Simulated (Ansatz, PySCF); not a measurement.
Barrier from R1 to the saddle point P1, each structure at its B3LYP-D3(BJ)/def2-TZVP stationary point, reached from a drawn start; harmonic modes at that level show the others as minima.
R1, F3Si (SMILES F[Si](F)F) (charge 0, multiplicity 2, Z-matrix in Å and degrees):
```
Si
F 1 1.5883
F 1 1.5883 2 107.92
F 1 1.5883 2 107.92 3 116.39
```
P1, F3Si, a first-order saddle point (one imaginary mode, 700i cm⁻¹) (charge 0, multiplicity 2):
```tsv
atom	x (Å)	y (Å)	z (Å)
Si	0.0000	0.0000	0.0000
F	1.6053	0.0000	0.0000
F	-0.8027	1.3903	0.0000
F	-0.8027	-1.3903	0.0000
```

P less R. No zero-point or thermal terms; open shells are unrestricted. No path was followed down from the saddle.

Run with Ansatz (a quantum-chemistry and plane-wave program) with Gaussian orbitals; PySCF for the D3/D4 terms. No computed number here is a measurement.

Problem. One of these levels gives 167.1 kJ/mol for the barrier height. Which one is it?
(A) BLYP-D4/def2-TZVPP
(B) BHLYP-D4/def2-TZVPP
(C) r2SCAN-D3(BJ)/def2-TZVPP
(D) HF/cc-pV(Q+d)Z

Solution. B, BHLYP-D4/def2-TZVPP. The others give 228.7 (HF/cc-pV(Q+d)Z), 115.9 (BLYP-D4/def2-TZVPP), 146.8 (r2SCAN-D3(BJ)/def2-TZVPP)
